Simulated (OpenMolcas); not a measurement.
**Mo4+: ligand-field states by method**

Mo4+ with 6 ligands (ammonia) in octahedral coordination (S6) at 2.07 Å. Ligand basis ANO-RCC-VDZP.
```
Mo    0.0000    0.0000    0.0000
N     2.0700    0.0000    0.0000
H     2.4521    0.9457    0.0000
H     2.4521   -0.4729    0.8190
H     2.4521   -0.4729   -0.8190
N     0.0000    2.0700    0.0000
H     0.0000    2.4521    0.9457
H     0.8190    2.4521   -0.4729
H    -0.8190    2.4521   -0.4729
N    -2.0700    0.0000    0.0000
H    -2.4521   -0.9457    0.0000
H    -2.4521    0.4729   -0.8190
H    -2.4521    0.4729    0.8190
N     0.0000   -2.0700    0.0000
H     0.0000   -2.4521   -0.9457
H    -0.8190   -2.4521    0.4729
H     0.8190   -2.4521    0.4729
N     0.0000    0.0000    2.0700
H     0.9457    0.0000    2.4521
H    -0.4729    0.8190    2.4521
H    -0.4729   -0.8190    2.4521
N     0.0000    0.0000   -2.0700
H    -0.9457    0.0000   -2.4521
H     0.4729   -0.8190   -2.4521
H     0.4729    0.8190   -2.4521
```

- Program: OpenMolcas 26.06
- Basis: ANO-RCC-VTZP [7s6p4d2f1g]
- Scalar Hamiltonian: DKH2, point nucleus
- Active space: 2 electrons in 5 orbitals (4d)
- State averaging: 2S+1 = 3 even, 10 roots; 2S+1 = 1 even, 15 roots
- Spin-orbit coupling: state interaction with AMFI integrals over the reference wave functions

I. CASSCF
II. SS-CASPT2, IPEA 0.25 Eh, imaginary shift 0.1 Eh (closed shells correlated: 4s 4p and the ligand valence shells)

Spin-free states in cm-1, each column counted from its own energy of the first state listed:

| State | Degeneracy | I | II |
| --- | --- | --- | --- |
| 2S+1 = 3 | 2 | 0 | 0 |
| 2S+1 = 3 | 1 | 388 | 400 |
| 2S+1 = 1 | 1 | 10205 | 6890 |
| 2S+1 = 1 | 2 | 10378 | 7220 |
| 2S+1 = 1 | 2 | 10810 | 7640 |
| 2S+1 = 1 | 1 | 24666 | 18120 |
| 2S+1 = 3 | 2 | 44608 | 47470 |
| 2S+1 = 3 | 1 | 44816 | 47680 |
| 2S+1 = 3 | 2 | 52752 | 53070 |
| 2S+1 = 3 | 1 | 52964 | 53350 |
| 2S+1 = 1 | 2 | 54320 | 54150 |
| 2S+1 = 1 | 1 | 54562 | 54120 |
| 2S+1 = 1 | 2 | 57018 | 55900 |
| 2S+1 = 1 | 1 | 57218 | 56100 |
| 2S+1 = 3 | 1 | 90974 | 97470 |
| 2S+1 = 1 | 2 | 101285 | 104450 |
| 2S+1 = 1 | 1 | 112347 | 112200 |

From I to II, I's first state of the same spin (2S+1 = 3) moves from 388 to 400 cm-1, by about +12 cm-1.

From I to II, I's first state of another spin (2S+1 = 1) moves from 10205 to 6890 cm-1, by about -3300 cm-1.

χT at 300 K: I 0.46, II 0.46 cm3 K/mol.

Roots that are degenerate in the reference are averaged as groups; the widest CASPT2 spread within a group is 120 cm-1 (the 2-fold group of multiplicity 3 near 47500 cm-1 above the lowest state of its run, II). Shifts and gaps below about the spread of the groups concerned are not significant. Over all roots computed the reference weight is 0.68 to 0.69 in II; a low but even weight reflects the number of correlated electrons. An orbital doublet at a regular site is open to a Jahn-Teller distortion, which this geometry leaves out. The least metal-like active orbital is 70 % on the metal (Löwdin) and no ligand orbital is active, so the numbers are rough. Ligand-to-metal charge-transfer states are missing. With no ligand orbital active B as a rule stays too high, so bands that hang on it stand too high and its fall with covalency is understated. Without dynamic correlation the repulsion within the d shell is too large (B by tens of per cent), so at a given field states of lower spin stand too high (holds for I). With metal d orbitals alone the field can be off either way by tens of per cent (holds for I). With one d shell and no ligand orbital active, 10Dq can be off by a tenth or more (holds for II). No measured value stands beside these numbers; the geometry is a model, was not optimised and need not be the one that this ion takes.

A state without a sure symmetry label is named by its multiplicity alone.
